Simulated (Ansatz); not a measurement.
`Cl[SiH2]N[SiH2]Cl` → `[SiH3]N[SiH](Cl)Cl`  (isomerisation)

Calculated with Ansatz (gas phase, PBE0-D4/def2-TZVP geometries, no zero-point term in ΔE). CCSD(T)/CBS is the MP2 limit (def2-TZVPP, def2-QZVPP) plus CCSD(T) − MP2 in def2-TZVPP, frozen cores. Functionals use def2-TZVPP. Each species was taken in one conformer, which may not be the lowest.

```json
{"species": "`Cl[SiH2]N[SiH2]Cl`", "B2PLYP energy (Eh)": "-1556.83583"}
{"species": "`[SiH3]N[SiH](Cl)Cl`", "B2PLYP energy (Eh)": "-1556.83326"}
```

(1) Work out ΔE.

Largest T1 diagnostic among the species: 0.010.

Results:

(1) ΔE = (-1556.83326) − (-1556.83583) = 0.00257 Eh = +1.6 kcal/mol. CCSD(T)/CBS gives +1.5 kcal/mol.

Leaving LDA and LC-ωPBE aside and taking each functional with its dispersion term where it has one, the values, not all of them listed here, spread over 0.8 kcal/mol, from B97M-V to B2PLYP. In def2-TZVPP, CCSD(T) changes the Hartree–Fock value by −0.8 kcal/mol (the triples alone add −0.2 kcal/mol) and MP2 by −1.0 kcal/mol.
